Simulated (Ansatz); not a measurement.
Cartesian coordinates (Å):
```xyz
10

V      0.0246     0.0136     0.1575
F      0.3644     1.5581    -0.5695
F     -0.3872    -1.6239     0.5801
F      0.4084     0.5080     1.7768
N      1.3384    -0.6821    -0.9092
H      1.4438    -1.6860    -1.0374
H      1.8151    -0.1136    -1.6056
N     -1.6881     0.1951    -0.4598
H     -1.9626     0.9814    -1.0445
H     -2.3340    -0.5911    -0.4764
```
Charge 0, multiplicity 1.

Computed with frozen-core CCSD(T)/def2-TZVPP // r2SCAN-D4/def2-SVP run with Ansatz (a first-principles code). The restricted HF reference is unstable towards unrestricted orbitals.

* **HF energy**: -1352.62894 Ha
* **MP2 correlation energy**: -1.81588 Ha

Task: Estimate the CCSD correlation energy, the (T) correction, the total energy and the T1 diagnostic.

Result: 
```json
{
  "CCSD correlation energy": "-1.76302 Ha",
  "(T) correction": "-0.10072 Ha",
  "CCSD(T) total energy": "-1354.49268 Ha",
  "T1 diagnostic": "0.031"
}
```
